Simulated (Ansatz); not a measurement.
**Redistribution: CHBr3 + C2H3Cl3 → C2H4Br2 + CBrCl3**

Species: CHBr3 (bromoform) `BrC(Br)Br`, singlet; C2H3Cl3 `CC(Cl)(Cl)Cl`, singlet; C2H4Br2 (1,1-dibromoethane) `CC(Br)Br`, singlet; CBrCl3 `ClC(Cl)(Cl)Br`, singlet. The partners trade Br for CH3; both sit on C, so the bond types are kept.

Shapes, held fixed at every level: PBE0-D4/def2-TZVP. Programs: Ansatz 0.2.0. The zero-point and thermal change to 298 K, harmonic and unscaled (PBE0-D4/def2-TZVP), is -0.5 kJ/mol.

```json
{"level": "HF/def2-SVP", "kind": "Hartree–Fock", "ΔH(298 K) (kJ/mol)": "+23.7", "less CCSD(T)/def2-TZVPP": "+5.4"}
{"level": "r2SCAN-D4/def2-TZVPP", "kind": "meta-GGA", "ΔH(298 K) (kJ/mol)": "+16.2", "less CCSD(T)/def2-TZVPP": "-2.1"}
{"level": "B3LYP-D4/def2-TZVPP", "kind": "global hybrid", "ΔH(298 K) (kJ/mol)": "+16.1", "less CCSD(T)/def2-TZVPP": "-2.2"}
{"level": "BHLYP-D4/def2-TZVPP", "kind": "global hybrid", "ΔH(298 K) (kJ/mol)": "+18.5", "less CCSD(T)/def2-TZVPP": "+0.2"}
{"level": "wB97X-V/def2-TZVPP", "kind": "range-separated hybrid", "ΔH(298 K) (kJ/mol)": "+17.7", "less CCSD(T)/def2-TZVPP": "-0.6"}
{"level": "B2PLYP/def2-TZVPP", "kind": "double hybrid", "ΔH(298 K) (kJ/mol)": "+17.1", "less CCSD(T)/def2-TZVPP": "-1.2"}
{"level": "MP2/def2-SVP", "kind": "perturbation theory", "ΔH(298 K) (kJ/mol)": "+18.0", "less CCSD(T)/def2-TZVPP": "-0.3"}
{"level": "CCSD(T)/def2-TZVPP", "kind": "coupled cluster or CI", "ΔH(298 K) (kJ/mol)": "+18.3", "less CCSD(T)/def2-TZVPP": "0.0"}
```

The highest level, CCSD(T)/def2-TZVPP, gives ΔH(298 K) = +18.3 kJ/mol; the levels span +16.1 to +23.7. The column of differences is taken from that level and isn't an error. No measured value is set beside it here. Relativity is left out for Br. Outer-core shells of Br are correlated in most correlated rows, in sets that cover them unevenly.
